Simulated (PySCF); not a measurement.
Bonding in `F[SiH2]N[C@@H]1CC[C@H]1C[SiH3]`

Compound: C5H14FNSi2.
SMILES with atom numbers: `[F:1][SiH2:2][NH:3][C@@H:4]1[CH2:5][CH2:6][C@H:7]1[CH2:8][SiH3:9]` (hydrogens: H10, H11 on Si2; H12 on N3; H13 on C4; H14, H15 on C5; H16, H17 on C6; H18 on C7; H19, H20 on C8; H21, H22, H23 on Si9)

Structure used (GFN2-xTB), in Å, numbered top down from 1:
```xyz
23
C5H14FNSi2 angstrom
F     -4.0911    1.4099   -0.3876
Si    -2.5107    1.2717   -0.6630
N     -2.1543   -0.2715   -0.0248
C     -0.8827   -0.9345   -0.0879
C     -0.5353   -1.8729    1.0831
C      0.8648   -1.2448    1.1346
C      0.3526   -0.0828    0.2663
C      1.2252    0.4028   -0.8739
Si     2.7790    1.3196   -0.2717
H     -1.8640    2.3295    0.1000
H     -2.3719    1.4409   -2.1080
H     -2.9201   -0.9249    0.0600
H     -0.7436   -1.4416   -1.0544
H     -1.1265   -1.6361    1.9650
H     -0.5895   -2.9415    0.8853
H      1.2446   -0.9847    2.1198
H      1.6073   -1.8465    0.6137
H      0.0449    0.7569    0.8904
H      1.5101   -0.4498   -1.4950
H      0.6299    1.0642   -1.5079
H      3.6017    0.4215    0.5415
H      2.3769    2.4752    0.5325
H      3.5479    1.7663   -1.4352
```

Bond orders from the PBE0/pcSseg-1 density (PySCF). One conformer (not necessarily the lowest) at the GFN2-xTB geometry, without solvent, vibrations or thermal averaging.

Problem. How far do the computed orders between heavy atoms stray from the drawn ones?

Solution. The largest departure is 0.094, at F1–Si2 (drawn single, 0.906).

Problem. Give the Mayer order of every bond between heavy atoms, beside its length.

Solution. 
```csv
bond,drawn as,length (Å),Mayer order
F1–Si2,single,1.610,0.906
Si2–N3,single,1.708,1.025
N3–C4,single,1.435,0.932
C4–C5,single,1.540,1.024
C5–C6,single,1.535,1.060
C6–C7,single,1.538,1.020
C7–C8,single,1.516,1.002
C8–Si9,single,1.902,0.916
C7–C4,single,1.542,0.978
```

Bonds between the same two heavy elements. C–C: lowest C7–C4 (0.978, 1.542 Å), highest C5–C6 (1.060, 1.535 Å); in 2 of the 10 pairs the longer bond (by over 0.003 Å) has the higher order (by 0.02 or more).

Problem. And the bonds to hydrogen?

Solution. H–Si: 0.88 to 0.95 (5 bonds); H–N: 0.92 (1 bond); C–H: 0.92 to 0.96 (8 bonds).

Problem. Sum the orders of all bonds at each heavy atom with more than one neighbour and set the sums beside the valence in the SMILES.

Solution. Si2 3.704 (drawn 4), N3 2.879 (drawn 3), C4 3.865 (drawn 4), C5 3.978 (drawn 4), C6 3.982 (drawn 4), C7 3.920 (drawn 4), C8 3.801 (drawn 4), Si9 3.756 (drawn 4). Orders between atoms that aren't bonded are not in these sums.

Mayer orders depend on the basis set.
